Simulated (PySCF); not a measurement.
Electron correlation in Zn (zinc, neutral)

[Ar] 3d9 4s2 5s1, high-spin 3D determinant (an excited configuration). All numbers are calculated (PySCF 2.14, the spin-free X2C one-electron Hamiltonian (Gaussian nucleus), in aug-cc-pwCVTZ-DK). Frozen: [Ar]; 12 electrons correlated.

MP2 pair energies summed by pair of shells (mhartree):

```
 pair   energy  share (%)
3d-3d  -363.07       80.0
3d-4s   -57.30       12.6
4s-4s   -26.56        5.9
4s-5s    -4.88        1.1
3d-5s    -1.99        0.4
```

Total MP2 correlation energy: -453.79 mhartree.

Same-spin part -156.67 and opposite-spin part -297.13 mhartree; SCS-MP2 scales them by 1/3 and 6/5 to -408.77 mhartree.
